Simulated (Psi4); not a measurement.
Cl3Ti (SMILES [Cl][Ti+]([Cl])[Cl]), charge +1, singlet, geometry from GFN2-xTB (such geometries of metal compounds can be far from the true shape) (the multiplicity is a formal guess), atoms displaced at random by about 0.03 Å a coordinate; B3LYP/STO-3G, gradient (Psi4).

Here is a job for Psi4.
```
memory 2 GB

molecule {
1 1
Ti    0.14777827    0.51133769    0.34869912
Cl    1.82619614   -0.41154048   -0.48254694
Cl   -0.77536613   -1.05235621    1.38766469
Cl   -1.15256718    0.73834892   -1.34461229
symmetry c1
no_reorient
no_com
}

set {
  basis sto-3g
}

gradient('b3lyp')
print_variables()
```

Q: What does Psi4 print? Leave out banner, timings and long lists.

A: 
```
gradient() will perform analytic gradient computation.

   => Loading Basis Set <=

    Name: STO-3G
    Role: ORBITAL
    Keyword: BASIS

         ---------------------------------------------------------
                                   SCF
               by Justin Turney, Rob Parrish, Andy Simmonett
                          and Daniel G. A. Smith
                              RKS Reference
         ---------------------------------------------------------

  ==> Geometry <==

    Molecular point group: c1
    Full point group: C1

    Geometry (in Angstrom), charge = 1, multiplicity = 1:

       Center              X                  Y                   Z               Mass
    ------------   -----------------  -----------------  -----------------  -----------------
         TI           0.147778270000     0.511337690000     0.348699120000    47.947941980000
         CL           1.826196140000    -0.411540480000    -0.482546940000    34.968852682000
         CL          -0.775366130000    -1.052356210000     1.387664690000    34.968852682000
         CL          -1.152567180000     0.738348920000    -1.344612290000    34.968852682000

  Running in c1 symmetry.

  Rotational constants: A =      0.07872  B =      0.07678  C =      0.04458 [cm^-1]
  Rotational constants: A =   2359.93456  B =   2301.74744  C =   1336.49353 [MHz]
  Nuclear repulsion =  421.115620263655956

  Charge       = 1
  Multiplicity = 1
  Electrons    = 72
  Nalpha       = 36
  Nbeta        = 36

  ==> Algorithm <==

  SCF Algorithm Type is DF.
  DIIS enabled.
  MOM disabled.
  Fractional occupation disabled.
  Guess Type is SAD.
  Energy threshold   = 1.00e-08
  Density threshold  = 1.00e-08
  Integral threshold = 1.00e-12

  ==> Primary Basis <==

  Basis Set: STO-3G
    Blend: STO-3G
    Number of shells: 23
    Number of basis functions: 45
    Number of Cartesian functions: 46
    Spherical Harmonics?: true
    Max angular momentum: 2

  ==> DFT Potential <==

   => LibXC <=

    Version 7.1.2
    S. Lehtola, C. Steigemann, M. J. T. Oliveira, and M. A. L. Marques,  SoftwareX 7, 1–5 (2018) (10.1016/j.softx.2017.11.002)

   => Composite Functional: B3LYP <=

    B3LYP Hyb-GGA Exchange-Correlation Functional

    P. J. Stephens, F. J. Devlin, C. F. Chabalowski, and M. J. Frisch,  J. Phys. Chem. 98, 11623 (1994) (10.1021/j100096a001)

    Deriv               =              1
    GGA                 =           TRUE
    Meta                =          FALSE

[...]
  @DF-RKS Final Energy: -2206.24860696460519
    Total Energy =                      -2206.2486069646051874
[...]
    Fitting Condition:       1E-10

   => Auxiliary Basis Set <=

  Basis Set: (STO-3G AUX)
    Blend: DEF2-UNIVERSAL-JKFIT
    Number of shells: 172
    Number of basis functions: 648
    Number of Cartesian functions: 842
    Spherical Harmonics?: true
    Max angular momentum: 6

  ==> DFT Potential <==

   => LibXC <=

    Version 7.1.2
    S. Lehtola, C. Steigemann, M. J. T. Oliveira, and M. A. L. Marques,  SoftwareX 7, 1–5 (2018) (10.1016/j.softx.2017.11.002)

   => Composite Functional: B3LYP <=

    B3LYP Hyb-GGA Exchange-Correlation Functional

    P. J. Stephens, F. J. Devlin, C. F. Chabalowski, and M. J. Frisch,  J. Phys. Chem. 98, 11623 (1994) (10.1021/j100096a001)

    Deriv               =              1
    GGA                 =           TRUE
    Meta                =          FALSE

    Exchange Hybrid     =           TRUE
    MP2 Hybrid          =          FALSE

   => Exchange Functionals <=

    0.0800   Slater exchange
    0.7200         Becke 88

   => Exact (HF) Exchange <=

    0.2000               HF

   => Correlation Functionals <=

    0.1900   Vosko, Wilk & Nusair (VWN5_RPA)
    0.8100   Lee, Yang & Parr

   => LibXC Density Thresholds  <==

    XC_HYB_GGA_XC_B3LYP:  1.00E-15

   => Molecular Quadrature <=

    Radial Scheme          =       TREUTLER
    Pruning Scheme         =           NONE
    Nuclear Scheme         =       TREUTLER

    Blocking Scheme        =         OCTREE
    BS radius alpha        =              1
    Pruning alpha          =              1
    Radial Points          =             75
    Spherical Points       =            302
    Total Points           =          80978
    Total Blocks           =            681
    Max Points             =            255
    Max Functions          =             38
    Weights Tolerance      =       1.00E-15

  -Total Gradient:
     Atom            X                  Y                   Z
    ------   -----------------  -----------------  -----------------
       1        0.022383070603     0.000518936268     0.026202849437
       2       -0.026419617654     0.001450846024     0.004525561497
       3        0.009230441599     0.009163693142    -0.021259874869
       4       -0.004948882652    -0.011027645736    -0.009609614066

  Variable Map:
  ----------------------------------------------------------------------------
[...]
  Array Variable Map:
  ----------------------------------------------------------------------------
[...]
[...]
```
